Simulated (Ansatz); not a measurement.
CH6BNSi, SMILES `CN1B[SiH2]1` at its PBE0-D4/def2-TZVP geometry, where that method's forces vanish. Total charge 0; spin multiplicity 1.

```xyz
10

C    -0.6305   -0.5458    1.1896
N    -0.1473   -0.0353   -0.0648
B    -0.5919    0.1522   -1.3518
Si    1.2083    0.6819   -0.9272
H    -0.5959    0.2318    1.9573
H    -0.0076   -1.3776    1.5290
H    -1.6605   -0.8957    1.0897
H    -1.6034   -0.0508   -1.9427
H     1.6186    2.0266   -0.4416
H     2.4103   -0.1873   -1.0376
```

(1) What forces (eV/Å) does ωB97M-V/def2-TZVPP give on these atoms in Ansatz? (Best estimate.)

Results:

(1) Computed: 
```
C1  -0.112 -0.118  0.291
N2   0.111  0.094 -0.201
B3  -0.108 -0.017 -0.084
Si4  0.152  0.049  0.024
H5  -0.010 -0.069 -0.069
H6  -0.062  0.069 -0.033
H7   0.084  0.027  0.014
H8   0.122  0.019  0.091
H9  -0.042 -0.157 -0.051
H10 -0.134  0.102  0.019
```
